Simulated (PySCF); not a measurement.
Worked example: oscillator strength and radiative lifetime

Sn(Br)(Me) (CH₃BrSn), SMILES [Br][Sn][CH3] (connectivity only; charge and spin as stated), neutral, multiplicity 1.

Geometry: B3LYP-D3(BJ)/def2-SVP. The def2 effective core potentials stand for the cores of Sn; spin–orbit coupling is left out.

PySCF with TDA-PBE0/def2-SVPD puts the first singlet state with f over 0.02 at 4.83 eV (vertical), with the transition dipole (-0.232, -1.036, 0.000) in atomic units.

Problem. Find the oscillator strength, the wavelength and the radiative lifetime that this transition would have in vacuum if emission retraced absorption.

Solution. 
|μ|² = 1.1271 au, so |μ| = 2.70 D. ΔE = 4.83/27.211 = 0.1775 hartree. f = (2/3) ΔE |μ|² = 0.133 (the program prints 0.133).
λ = 1239.84/4.83 = 257 nm; ν = 38957 cm⁻¹.
Einstein's coefficient A = 0.6670 ν² f s⁻¹ (ν in cm⁻¹) = 1.4e8 s⁻¹, so τ = 1/A = 7.4 ns. This state is S5; the lower singlets have f = 0.020, 0.008, 0.008, 0.004. The figure is the radiative limit of this one transition; relaxation, internal conversion, crossing to triplets and a medium change what is measured.
